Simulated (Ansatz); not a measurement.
Isomers of C5H5F. Isolated molecules, 0 K electronic values unless said otherwise. One relaxed conformer stands for each flexible species; it need not be the lowest. Strings in code marks are SMILES.

Quantity: electronic energy of isomers of C5H5F relative to `FC1=CC=CC1`, in kcal/mol. The restricted reference of `C#C/C=C\CF`, `FC1=CC=CC1`, `CC1=CC(F)=C1` and `C#C/C=C(\C)F` is unstable towards unrestricted orbitals.

A: `C#C/C=C(\C)F`
B: `CC1=CC(F)=C1`
C: `CC(F)=C1C=C1`
D: `C#CC1(F)CC1`
E: `C#C/C=C\CF`

### Question
Rank these by electronic energy of isomers of C5H5F relative to `FC1=CC=CC1` (lowest first), as frozen-core CCSD(T)/cc-pVTZ // B3LYP-D3(BJ)/def2-TZVP (Ansatz, an electronic-structure program) gives it.

### Answer
A (25.5 kcal/mol), E (32.6 kcal/mol), D (42.0 kcal/mol), C (56.6 kcal/mol), B (58.8 kcal/mol)
